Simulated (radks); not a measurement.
Values are calculated unless marked as measured or tabulated.
Task: All-electron atom: Rb4+ in [Ar] 3d10 4s2 4p3. Level of theory: Dirac Kohn-Sham, Slater X-alpha with alpha = 0.667, spin-unpolarised, spherical densities, point nucleus; open shells are shared between the two j in proportion to 2j + 1 (a radial shooting solver on a logarithmic mesh with Libxc functionals). Some entries of the table are withheld. Estimate them.

orbital  occ.  eigenvalue (eV)  <r^2> (bohr^2)
1s1/2       2        -15055.54        0.002192
2s1/2       2              (1)         0.03733
2p1/2       2              (2)         0.02850
2p3/2       4              (3)         0.02992
3s1/2       2        -347.1743             (4)
3p1/2       2        -280.9255          0.3062
3p3/2       4        -271.7672          0.3187
3d3/2       4        -155.3191             (5)
3d5/2       6        -153.7578             (6)
4s1/2       2         -77.0683           2.096
4p1/2       1              (7)           2.570
4p3/2       2              (8)           2.654

Result: 
(1) 2s1/2 eigenvalue (eV): -2055.247
(2) 2p1/2 eigenvalue (eV): -1870.471
(3) 2p3/2 eigenvalue (eV): -1809.791
(4) 3s1/2 <r^2> (bohr^2): 0.3002
(5) 3d3/2 <r^2> (bohr^2): 0.3322
(6) 3d5/2 <r^2> (bohr^2): 0.3369
(7) 4p1/2 eigenvalue (eV): -60.0000
(8) 4p3/2 eigenvalue (eV): -58.8071
